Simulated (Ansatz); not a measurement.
BiTe₂⁺, relaxed as a singlet with RKS B3LYP-D4/def2-SVP in Ansatz, starting from the B3LYP-D4/def2-SVP geometry of the neutral doublet. Force threshold 0.02 eV/Å.

In the def2 sets Bi, Te take a core potential; there is no spin–orbit coupling. A triplet lies near this restricted singlet, and broken spin symmetry wasn't tried. The structure comes from a short search, and lower isomers may exist.

Start:

```xyz
3

Bi   -0.598   -0.776   -1.346
Te    0.594    1.527   -0.114
Te    0.004   -0.750    1.461
```

```tsv
step	energy (eV)	largest force component (eV/Å)	SCF passes
1	-20428.3788	1.044	30
2 (rejected)	-20428.3484	1.629	33
3	-20428.4771	0.123	34
4	-20428.4782	0.014	36
```

Force components are those of the run's own axes.

End:

Cartesian coordinates in Å:
```
Bi -0.567 -0.736 -1.277
Te 0.588 1.542 -0.173
Te -0.021 -0.806 1.450
```

By distances, no bond broke or formed. The bond that changes most is Bi1–Te3, from 2.87 to 2.78 Å (atoms count from 1).

No frequencies were taken in this run, so the end may be a saddle point.

Hardware: 4 threads of Arm Neoverse V1 on a shared host. Wall time 8.5 s.
